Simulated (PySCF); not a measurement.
C₄H₉Cl₃Sn (SMILES CCC[CH2][Sn]([Cl])([Cl])[Cl]), singlet, geometry from GFN2-xTB (such geometries of metal compounds can be far from the true shape) (core potentials on Sn).

PySCF was given this input:
```python
from pyscf import gto, scf, dft

mol = gto.M(
    atom='''
C    -4.391860   -0.362715   -0.122096
C    -2.979753   -0.397341   -0.689992
C    -2.185873   -1.580370   -0.145812
C    -0.801153   -1.687628   -0.713546
Sn    0.583888   -0.006596   -0.016441
Cl    0.704224    1.830881   -1.472699
Cl   -0.058770    0.868695    2.065512
Cl    2.801128   -0.717010    0.268109
H    -4.933809   -1.269259   -0.383940
H    -4.938858    0.489283   -0.516646
H    -4.363698   -0.279109    0.961719
H    -2.464284    0.531537   -0.427279
H    -3.021948   -0.458313   -1.779697
H    -2.149830   -1.526486    0.945238
H    -2.709678   -2.509717   -0.401691
H    -0.274357   -2.580087   -0.386092
H    -0.777998   -1.603365   -1.796580
''',
    basis='def2-sv(p)',
    ecp={'Sn': 'def2-sv(p)'},
    charge=0,
    spin=0,
    verbose=3,
)

mf = dft.RKS(mol)
mf.xc = 'b3lyp'
mf = mf.density_fit(auxbasis='def2-universal-jkfit')
mf.kernel()
```

Q: Give the dipole moment at the level DF-B3LYP/def2-SV(P) (PySCF).

A: 4.33 D

Q: Predict the nuclear repulsion energy from DF-B3LYP/def2-SV(P).

A: 801.9945 Eh

Q: What is the computed HOMO-LUMO gap (DF-B3LYP/def2-SV(P))?

A: 5.68 eV

Q: Estimate the total energy that DF-B3LYP/def2-SV(P) returns for this input.

A: -3504.852085 Ry

Q: What is the computed Mulliken (on the basis functions themselves) charges in atom order (DF-B3LYP/def2-SV(P))?

A: C1 -0.22, C2 -0.19, C3 -0.14, C4 -0.35, Sn5 0.77, Cl6 -0.26, Cl7 -0.27, Cl8 -0.26, H9 0.09, H10 0.10, H11 0.09, H12 0.10, H13 0.08, H14 0.10, H15 0.09, H16 0.14, H17 0.14

Q: Predict the number of basis functions from DF-B3LYP/def2-SV(P).

A: 154
